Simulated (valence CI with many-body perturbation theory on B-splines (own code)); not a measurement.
**Cd¹⁷⁺ in brief**

Calculated by valence CI with perturbative core correlation (CI+MBPT): three valence electrons over a frozen Dirac-Fock core [Ar] 3d10, radial functions for each j: 11 s, 11 p, 9 d, 7 f, 5 g, 2 h, 1 i, with the one-electron correlation potential Σ1 (screened to all orders), the two-electron term Σ2, the three-electron term Σ3, Breit, model QED; selected single and double excitations, second order for the rest (own B-spline code, finite nucleus).

No measured levels were compared; by estimate levels hold to about 250 cm⁻¹ or 0.2 % of their energy and the worst to 1 %, as in measured heavy ions of charge 2 to 7; those with d or f electrons hold less well.

Names give the largest LS component (configuration and term), which can be under half, so a name can repeat, a term be missing and a line seem to break the LS rules; names also repeat where a configuration has a term twice.

Rates and lifetimes use the calculated energies. Strong lines usually hold to 10 to 20 %, long lifetimes can be off by a factor of two.

(1) What is the ground level?

(2) Where does the other parity begin?

(3) What are the static dipole polarisabilities of the lowest levels?

(4) What is the ionisation energy?

(5) Name the longest-lived excited levels whose lifetime is computed, and their main decay.

Results:

(1) 4s²4p ²P°_1/2, composition 98 % 4s²4p ²P°, g = 0.664.

(2) At 4s4p² ⁴P_1/2, 295040 cm⁻¹.

(3) 4s²4p ²P°_1/2 0.381; 4s²4p ²P°_3/2 0.396 (tensor 0.034) bohr³, of which the core gives 0.0237.

(4) 450.55 eV; NIST lists 452.6 ± 0.3 eV (semi-empirical).

(5) 4s²4p ²P°_3/2 at 68848 cm⁻¹ lives 339 μs, mostly by M1 to 4s²4p ²P°_1/2. The lifetime of 4s4p4d ⁴F°_9/2 is too uncertain to give, and may be longer.
